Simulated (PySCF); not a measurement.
Species: CH4F2Ge.
Numbering: `[F:1][CH:2]([F:3])[GeH3:4]` (hydrogens: H5 on C2; H6, H7, H8 on Ge4)

Structure used (PBE0-D3(BJ)/def2-SVP), in Å, numbered top down from 1:
```xyz
8
CH4F2Ge angstrom
F     -1.718    1.255   -0.822
C     -1.322    0.231   -0.026
F     -1.758   -0.928   -0.579
Ge     0.664    0.200    0.082
H     -1.822    0.350    0.953
H      1.089   -0.973    0.977
H      1.153    1.529    0.677
H      1.202    0.016   -1.343
```

Computed at PBE0/pcSseg-1 (PySCF, non-relativistic), with Q(73Ge) = −0.196 b: Ge4, 73Ge (I = 9/2): χzz = -15.33 MHz, η = 0.258.

Task: Find the zero-field quadrupole resonance frequencies of 73Ge at Ge4.

Result: From the eigenvalues of H = χ/[4I(2I − 1)] × [3Iz² − I(I + 1) + η(Ix² − Iy²)], steps between neighbouring levels, labelled as for η = 0: ±1/2↔±3/2 0.938 MHz, ±3/2↔±5/2 1.207 MHz, ±5/2↔±7/2 1.891 MHz, ±7/2↔±9/2 2.541 MHz (germanium bonded to C and 3 H).

In a crystal, neighbours and librations shift these lines. Geometry: PBE0-D3(BJ)/def2-SVP; no solvent, vibrations or thermal averaging. The calculation is non-relativistic, for germanium too. The small basis limits the accuracy of the gradients.
